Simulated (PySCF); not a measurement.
Steps of a relaxation of Sm2S3

Sm2S3 (singlet in the valence; each metal's 4f electrons, 5 of them, lie in its core potential, out of spins and levels; a saddle point, relaxed within its symmetry). PySCF 2.14.0, RKS PBE0, Sm lcecp-1-SVP with ECP51, S def2-SVP; non-relativistic Hamiltonian with scalar-relativistic core potentials where named; density fitting; no spin-orbit coupling. Origin of the start: template. Columns: position (Å) and force (eV/Å). Energies are counted from the last step; some of the 5 steps are shown. Forces carry noise of the integration grid, about 0.01 to 0.03 eV/Å.

Run from Python with OMP_NUM_THREADS=2. Where DIIS fails, smearing, a level shift and second-order steps follow.
It took 53 s on 2 threads of Arm Neoverse V1 (shared host), from the converged density of the start.

```xyz
5
step 0  E = 0.503 eV
Sm    0.0000    0.0000    2.4918     0.00    0.00    2.55
Sm    0.0000    0.0000   -2.4918     0.00    0.00   -2.55
S     0.0000    0.0000    0.0000     0.00    0.00    0.00
S     0.0000    0.0000    4.8968     0.00    0.00    0.16
S     0.0000    0.0000   -4.8968     0.00    0.00   -0.16
```

```xyz
5
step 1  E = 0.161 eV
Sm    0.0000    0.0000    2.5764     0.00    0.00    1.37
Sm    0.0000    0.0000   -2.5764     0.00    0.00   -1.37
S     0.0000    0.0000    0.0000     0.00    0.00    0.00
S     0.0000    0.0000    4.9796     0.00    0.00    0.02
S     0.0000    0.0000   -4.9796     0.00    0.00   -0.02
```

```xyz
5
step 3  E = 0.001 eV
Sm    0.0000    0.0000    2.6924     0.00    0.00    0.06
Sm    0.0000    0.0000   -2.6924     0.00    0.00   -0.06
S     0.0000    0.0000    0.0000     0.00    0.00    0.00
S     0.0000    0.0000    5.0843     0.00    0.00    0.02
S     0.0000    0.0000   -5.0843     0.00    0.00   -0.02
```

Q: Where does the relaxation end?

A: It converges at step 4 in D∞h:
```xyz
5
step 4  E = 0
Sm    0.0000    0.0000    2.7002
Sm    0.0000    0.0000   -2.7002
S     0.0000    0.0000    0.0000
S     0.0000    0.0000    5.0922
S     0.0000    0.0000   -5.0922
```

Q: How did the contacts change?

A: 
```json
{"contact": "Sm1–S3 (S)", "start (Å)": "2.492", "end (Å)": "2.700"}
{"contact": "Sm1–S4 (S)", "start (Å)": "2.405", "end (Å)": "2.392"}
{"contact": "Sm2–S5 (S)", "start (Å)": "2.405", "end (Å)": "2.392"}
```


An lcecp potential fixes the number of 4f electrons, so in runs with it no electron can move into or out of that shell.
